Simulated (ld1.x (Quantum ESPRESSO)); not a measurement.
Ranking TM potentials for O

All share these settings but for the change named:

* Element: oxygen (O)
* Generator: ld1.x (Quantum ESPRESSO) 7.5
* Type: norm-conserving Troullier–Martins (Kleinman–Bylander form)
* Functional: LDA (PZ)
* Relativity: non-relativistic
* Frozen core: [He]
* Valence charge: 6
* Reference configuration: 2s1 2p5
* Partial waves: 2s (bound): rc 0.85 bohr; 2p (bound): rc 1.70 bohr; 3d channel at 0.45 Ry: rc 1.40 bohr
* Local potential: the d channel
* Core correction: a·sin(br)/r model core inside 0.70 bohr

Test errors are all-electron minus pseudo excitation energies from the reference, over 2s2 2p4; 2s2 2p3; 2s2 2p2; 2s2 2p3.5; 2s1 2p4; 2s2 2p1; 2s2 2p0. None of these files shows a bound ghost.

The base gives 4458.4 meV.

Of 12 variants that were run, those that failed, showed a ghost or another fault, or gave nearly equal values are left out.

A variant can come out equal or close to the base, since the largest error may sit in a test that the change hardly touches while other tests move.

(1) Rank these variants by their largest absolute test error, smallest first.
A. all radii but the core radius scaled by about 1.17 (s 1.00, p 1.98, d 1.64 bohr)
B. wave 2p (bound): rc 1.70 bohr becomes 2p (bound): rc 1.20 bohr
C. wave 3d channel at 0.45 Ry: rc 1.40 bohr becomes 3d channel at 0.45 Ry: rc 1.34 bohr

Answers

(1) B (1416.7 meV), C (4451.1 meV), A (7834.0 meV).
